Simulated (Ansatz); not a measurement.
C$_{2}$H$_{5}$NZn, SMILES `[CH2]1N[CH2][Zn]1`, relaxed with RKS PBE-D4/def2-SVP in Ansatz 0.2.0 from a rough embedded geometry. The force threshold is 0.03 eV/Å; the program also tests the step.

The species carries charge 0 and has multiplicity 1.

Start:

```xyz
9

C     0.850    0.160    0.762
N    -0.075    0.562   -0.195
C    -0.954   -0.572   -0.447
Zn   -1.097    0.073    1.528
H     1.389    1.041    1.251
H     1.668   -0.543    0.371
H     0.456    0.817   -1.096
H    -1.827   -0.175   -1.056
H    -0.409   -1.362   -1.118
```

```tsv
step	energy (eV)	largest force (eV/Å)	largest move (Å)
1	-52039.3823	3.896	0.000
2	-52040.3900	1.585	0.199
3	-52040.8350	0.837	0.197
4	-52041.0298	0.884	0.195
5	-52041.2303	0.808	0.200
6	-52041.4542	0.761	0.200
7	-52041.5239	2.496	0.198
8	-52041.6351	1.041	0.199
9	-52041.6956	0.245	0.065
10	-52041.7011	0.070	0.061
11	-52041.7034	0.040	0.023
12	-52041.7036	0.018	0.010
```

End:

```xyz
9

C     0.981    0.265    0.675
N     0.164    0.394   -0.447
C    -0.913   -0.465   -0.662
Zn   -1.060   -0.255    1.640
H     1.669    1.109    0.844
H     1.450   -0.728    0.793
H    -0.042    1.369   -0.688
H    -1.600   -0.152   -1.464
H    -0.649   -1.537   -0.689
```

Run time 16 s (4 threads of an Intel Xeon on a shared host); peak host memory 0.17 GiB.
